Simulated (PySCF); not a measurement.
Si(Cl)3(SeH), SMILES Cl[Si](Cl)(Cl)[SeH] at its PBE0/def2-SVP optimised geometry (Å):

```
6

Cl     1.1198     1.6971    -1.6475
Si     0.2163     0.8789     0.0000
Cl     1.1175     1.6977     1.6484
Cl    -1.7690     1.3729    -0.0009
Se     0.2960    -1.3729     0.0000
H      1.7690    -1.3729     0.0000
```

Method: PBE0/def2-TZVP (PySCF 2.14.0). Cells within 0.4 Å of a nucleus heavier than hydrogen are left out (blank, or x).

Map of the Laplacian of the electron density (e/bohr⁵), clipped to [-1.50, 1.50] on the plane z = 1.5 Å:

```
|33333333333333333333333333333|
|33333333333333333333333333333|
|33333333333333333333333333333|
|33333333333333333333333333333|
|33333333333333333333333333333|
|33333333333333333333333333333|
|33333333333333332000333333333|
|333333333333333309x9033333333|
|33333333333333333xxx033333333|
|333333333333333309x9033333333|
|33333333333333332020233333333|
|33333333333333333333333333333|
|33333333333333333333333333333|
|33333333333333333333333333333|
|33333333333333333333333333333|
|33333333333333333333333333333|
|33333333333333333333333333333|
|33333333333333333333333333333|
|33333333333333333333333333333|
|33333333333333333333333333333|
|33333333333333333333333333333|
|33333333333333333333333333333|
|33333333333333333333333333333|
|33333333333333333333333333333|
|33333333333333333333333333333|
|33333333333333333333333333333|
|33333333333333333333333333333|
|33333333333333333333333333333|
|33333333333333333333333333333|
```
Scale: ten equal steps from -0.685 (start of '0') to 1.50 (end of '9'), in the order '0123456789'; x runs from -4.00 to 4.00, y from -4.00 (bottom) to 4.00 (top).
